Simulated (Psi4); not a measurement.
cyanoethylene (C₃H₃N), singlet, at a GFN2-xTB geometry; MP2/cc-pVDZ (Psi4).

Here is a job for Psi4.
```
memory 2 GB

molecule mol {
0 1
  C    -0.180790   -1.615804    0.000369
  C     0.566617   -0.518232   -0.002496
  C     0.009846    0.778324    0.000146
  H    -1.257314   -1.565384    0.004886
  H     0.261224   -2.597650   -0.001716
  H     1.648648   -0.554021   -0.007033
  N    -0.432371    1.835904    0.002250
}

set basis cc-pvdz
set reference rhf
set freeze_core true
set mp2_type conv
set scf_type pk
set puream true
set d_convergence 1e-8

energy('mp2')
print_variables()
```

Problem. Predict the main parts of the log of this Psi4 run.

Solution. 
```
   => Loading Basis Set <=

    Name: CC-PVDZ
    Role: ORBITAL
    Keyword: BASIS

         ---------------------------------------------------------
                                   SCF
               by Justin Turney, Rob Parrish, Andy Simmonett
                          and Daniel G. A. Smith
                              RHF Reference
         ---------------------------------------------------------

  ==> Geometry <==

    Molecular point group: c1
    Full point group: C1

    Geometry (in Angstrom), charge = 0, multiplicity = 1:

       Center              X                  Y                   Z               Mass
    ------------   -----------------  -----------------  -----------------  -----------------
         C           -0.168554943524    -1.704170856774     0.000296551604    12.000000000000
         C            0.578852056476    -0.606598856774    -0.002568448396    12.000000000000
         C            0.022081056476     0.689957143226     0.000073551604    12.000000000000
         H           -1.245078943524    -1.653750856774     0.004813551604     1.007825032230
         H            0.273459056476    -2.686016856774    -0.001788448396     1.007825032230
         H            1.660883056476    -0.642387856774    -0.007105448396     1.007825032230
         N           -0.420135943524     1.747537143226     0.002177551604    14.003074004430

  Running in c1 symmetry.

  Rotational constants: A =      1.68877  B =      0.16949  C =      0.15403 [cm^-1]
  Rotational constants: A =  50627.90677  B =   5081.19145  C =   4617.73921 [MHz]
  Nuclear repulsion =   90.989651039419201

  Charge       = 0
  Multiplicity = 1
  Electrons    = 28
  Nalpha       = 14
  Nbeta        = 14

  ==> Algorithm <==

  SCF Algorithm Type is PK.
  DIIS enabled.
  MOM disabled.
  Fractional occupation disabled.
  Guess Type is SAD.
  Energy threshold   = 1.00e-08
  Density threshold  = 1.00e-08
  Integral threshold = 1.00e-12

  ==> Primary Basis <==

  Basis Set: CC-PVDZ
    Blend: CC-PVDZ
    Number of shells: 33
    Number of basis functions: 71
    Number of Cartesian functions: 75
    Spherical Harmonics?: true
    Max angular momentum: 2

  ==> Integral Setup <==

  Using in-core PK algorithm.
   Calculation information:
      Number of atoms:                   7
      Number of AO shells:              33
      Number of primitives:            103
      Number of atomic orbitals:        75
      Number of basis functions:        71

      Integral cutoff                 1.00e-12
      Number of threads:                 1

  Performing in-core PK
  Using 6535692 doubles for integral storage.
  We computed 155402 shell quartets total.
  Whereas there are 157641 unique shell quartets.

  ==> DiskJK: Disk-Based J/K Matrices <==

    J tasked:                  Yes
    K tasked:                  Yes
    wK tasked:                  No
    Schwarz Cutoff:          1E-12

  Minimum eigenvalue in the overlap matrix is 2.1663292867E-03.
  Reciprocal condition number of the overlap matrix is 4.4497368330E-04.
    Using symmetric orthogonalization.

  ==> Pre-Iterations <==

  SCF Guess: Superposition of Atomic Densities via on-the-fly atomic UHF (no occupation information).

   -------------------------
    Irrep   Nso     Nmo
   -------------------------
     A         71      71
   -------------------------
    Total      71      71
   -------------------------

  ==> Iterations <==

                        Total Energy        Delta E     RMS |[F,P]|

   @RHF iter SAD:  -168.71106885154688   -1.68711e+02   0.00000e+00
   @RHF iter   1:  -169.69903028183049   -9.87961e-01   5.18944e-03 DIIS/ADIIS
   @RHF iter   2:  -169.75012234963705   -5.10921e-02   3.79997e-03 DIIS/ADIIS
   @RHF iter   3:  -169.77962431470115   -2.95020e-02   7.36743e-04 DIIS/ADIIS
   @RHF iter   4:  -169.78138214348496   -1.75783e-03   2.20623e-04 DIIS/ADIIS
   @RHF iter   5:  -169.78156035459190   -1.78211e-04   3.62959e-05 DIIS
   @RHF iter   6:  -169.78156750287337   -7.14828e-06   1.55323e-05 DIIS
   @RHF iter   7:  -169.78156885804424   -1.35517e-06   6.18411e-06 DIIS
   @RHF iter   8:  -169.78156927246459   -4.14420e-07   3.18581e-06 DIIS
   @RHF iter   9:  -169.78156940272098   -1.30256e-07   1.48112e-06 DIIS
   @RHF iter  10:  -169.78156944022342   -3.75024e-08   4.18283e-07 DIIS
   @RHF iter  11:  -169.78156944212924   -1.90582e-09   5.46495e-08 DIIS
   @RHF iter  12:  -169.78156944215317   -2.39311e-11   9.56662e-09 DIIS
  Energy and wave function converged.

  ==> Post-Iterations <==

    Orbital Energies [Eh]
    ---------------------

    Doubly Occupied:

[...]
    Virtual:

[...]
    Final Occupation by Irrep:
              A
    DOCC [    14 ]
    NA   [    14 ]
    NB   [    14 ]

  @RHF Final Energy:  -169.78156944215317

   => Energetics <=

    Nuclear Repulsion Energy =             90.9896510394192006
    One-Electron Energy =                -408.4041336310060046
    Two-Electron Energy =                 147.6329131494336480
    Total Energy =                       -169.7815694421531703

Computation Completed

Properties will be evaluated at   0.000000,   0.000000,   0.000000 [a0]

Properties computed using the SCF density matrix

 Multipole Moments:

 ------------------------------------------------------------------------------------
     Multipole            Electronic (a.u.)      Nuclear  (a.u.)        Total (a.u.)
 ------------------------------------------------------------------------------------

 L = 1.  Multiply by 2.5417464519 to convert [e a0] to [Debye]
 Dipole X            :         -0.2016751            0.6473835            0.4457084
 Dipole Y            :          3.1003305           -4.6756945           -1.5753640
 Dipole Z            :          0.0015884           -0.0038315           -0.0022432
 Magnitude           :                                                    1.6372027

 ------------------------------------------------------------------------------------

[...]
  DIE_IF_NOT_CONVERGED          => (empty)
[...]
  FREEZE_CORE_POLICY            => (empty)
  FROZEN_DOCC                   => (empty)
  FROZEN_UOCC                   => (empty)
  INTEGRAL_PACKAGE              => (empty)
  IP_POLES                      => (empty)
  LEVEL_SHIFT                   => (empty)
  LITERAL_CFOUR                 => (empty)
  LS_THC_BASIS_TOLERANCE        => (empty)
  LS_THC_DF                     => (empty)
  LS_THC_PRUNING_SCHEME         => (empty)
  LS_THC_RADIAL_POINTS          => (empty)
  LS_THC_SPHERICAL_POINTS       => (empty)
  LS_THC_S_EPSILON              => (empty)
  LS_THC_WEIGHTS_TOLERANCE      => (empty)
  MAT_NUM_COLUMN_PRINT          => (empty)
  MAX_MOGRAD_CONVERGENCE        => (empty)
  MAX_RADIAL_MOMENT             => (empty)
  MBIS_D_CONVERGENCE            => (empty)
  MBIS_MAXITER                  => (empty)
  MBIS_PRUNING_SCHEME           => (empty)
  MBIS_RADIAL_POINTS            => (empty)
  MBIS_SPHERICAL_POINTS         => (empty)
  MOGRAD_DAMPING                => (empty)
  MOLDEN_WITH_VIRTUAL           => (empty)
  MO_MAXITER                    => (empty)
  MO_READ                       => (empty)
  MO_STEP_MAX                   => (empty)
  MO_WRITE                      => (empty)
  MP2_OS_SCALE                  => (empty)
  MP2_SOS_SCALE                 => (empty)
  MP2_SOS_SCALE2                => (empty)
  MP2_SS_SCALE                  => (empty)
  MP2_TYPE                      => CONV            !
  MP_TYPE                       => (empty)
  NAT_ORBS                      => (empty)
  NUM_FROZEN_DOCC               => (empty)
  NUM_FROZEN_UOCC               => (empty)
  NUM_GPUS                      => (empty)
  OCC_ORBS_PRINT                => (empty)
  OEPROP                        => (empty)
  OPT_METHOD                    => (empty)
  ORBITAL_OPTIMIZER_PACKAGE     => (empty)
  ORB_OPT                       => FALSE           !
  ORB_RESP_SOLVER               => (empty)
  ORTH_TYPE                     => (empty)
  OS_SCALE                      => (empty)
  PARENT_SYMMETRY               => (empty)
  PCG_BETA_TYPE                 => (empty)
  PCG_CONVERGENCE               => (empty)
  PCG_MAXITER                   => (empty)
  PCM                           => (empty)
  PE                            => (empty)
  PRINT                         => (empty)
  PRINT_NOONS                   => (empty)
  PROPERTIES                    => (empty)
  PROPERTIES_ORIGIN             => (empty)
  PUREAM                        => TRUE            !
  QC_MODULE                     => (empty)
  RAS1                          => (empty)
  RAS2                          => (empty)
  RAS3                          => (empty)
  RAS4                          => (empty)
  RELATIVISTIC                  => (empty)
  RELAXED                       => (empty)
  REMP_A                        => (empty)
  RESTRICTED_DOCC               => (empty)
  RESTRICTED_UOCC               => (empty)
  RMS_MOGRAD_CONVERGENCE        => (empty)
  R_CONVERGENCE                 => (empty)
  SCF_TYPE                      => PK              !
  SCREENING                     => (empty)
  SCS_TYPE                      => (empty)
  SOCC                          => (empty)
  SOS_TYPE                      => (empty)
  SPIN_SCALE_TYPE               => NONE            !
  SS_SCALE                      => (empty)
  SYMMETRIZE                    => (empty)
  TPDM_ABCD_TYPE                => (empty)
  WFN                           => (empty)
  WFN_TYPE                      => OMP2            !
  WRITER_FILE_LABEL             => (empty)
  ZORA_BASIS_TOLERANCE          => (empty)
  ZORA_NR_DEBUG                 => (empty)
  ZORA_PRUNING_SCHEME           => (empty)
  ZORA_RADIAL_POINTS            => (empty)
  ZORA_SPHERICAL_POINTS         => (empty)

 ==============================================================================
 ==============================================================================
 ==============================================================================

                             MP2
                    Program Written by Ugur Bozkaya,
              Additional Contributions by J. P. Misiewicz

 ==============================================================================
 ==============================================================================
 ==============================================================================

	MO spaces per irreps...

	IRREP   FC    OCC   VIR  FV
	==============================
	   A     4    10    57    0
	==============================

	Cost of iabc is     16 MB
	Cost of abcd is     80 MB
	Switching to the incore algorithm for iabc..
	Switching to the incore algorithm for abcd..

	Computing MP2 energy using SCF MOs (Canonical MP2)...
	==============================================================================
	Nuclear Repulsion Energy (a.u.)    :    90.98965103941920
	SCF Energy (a.u.)                  :  -169.78156944215317
	REF Energy (a.u.)                  :  -169.78156944215317
	Alpha-Alpha Contribution (a.u.)    :    -0.06815973437041
	Alpha-Beta Contribution (a.u.)     :    -0.40045644167523
	Beta-Beta Contribution (a.u.)      :    -0.06815973437041
	Scaled_SS Correlation Energy (a.u.):    -0.04543982291361
	Scaled_OS Correlation Energy (a.u.):    -0.48054773001028
	SCS-MP2 Total Energy (a.u.)        :  -170.30755699507708
	SOS-MP2 Total Energy (a.u.)        :  -170.26211717216344
	SCSN-MP2 Total Energy (a.u.)       :  -170.02149170713705
	SCS-MP2-VDW Total Energy (a.u.)    :  -170.36231342186787
	SOS-PI-MP2 Total Energy (a.u.)     :  -170.34220846049848
	MP2 Correlation Energy (a.u.)      :    -0.53677591041606
	MP2 Total Energy (a.u.)            :  -170.31834535256922
	==============================================================================

  Variable Map:
  ----------------------------------------------------------------------------
[...]
  Array Variable Map:
  ----------------------------------------------------------------------------
[...]
[...]
```
